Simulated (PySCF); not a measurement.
1-(hydroxymethyl)cyclopropan-1-ol (C4H8O2), SMILES OCC1(O)CC1.

Geometry: B3LYP-D3(BJ)/def2-SVP. One conformer was computed; it need not be the lowest.

Two levels are set side by side: TDDFT-PBE/def2-SVPD (PySCF) and TDDFT-PBE0/def2-SVPD (PySCF). Vertical, same geometry. The lowest singlet is HOMO→LUMO 100 % with PBE and HOMO→LUMO 96 % with the other functional; states are paired by order. Differences are taken from unrounded values.

```
quantity                              TDDFT-PBE0
------------------------------------  ----------
lowest singlet excitation (eV)              6.72
lowest triplet excitation (TDA) (eV)        6.49
```

Problem. What does TDDFT-PBE give, and how far is it from TDDFT-PBE0? (An estimate is asked for; the answer gives what the named calculation found.)

Solution. 
| quantity | TDDFT-PBE | TDDFT-PBE minus TDDFT-PBE0 |
|---|---|---|
| lowest singlet excitation (eV) | 5.81 | -0.91 |
| lowest triplet excitation (TDA) (eV) | 5.63 | -0.86 |

A lower first singlet is the usual sign of a functional without exact exchange. Differences between two approximate levels are no errors against the true value.

Rough cost on one machine, each run with all the roots and properties that it gave: TDDFT-PBE0 against TDDFT-PBE about 4 times.
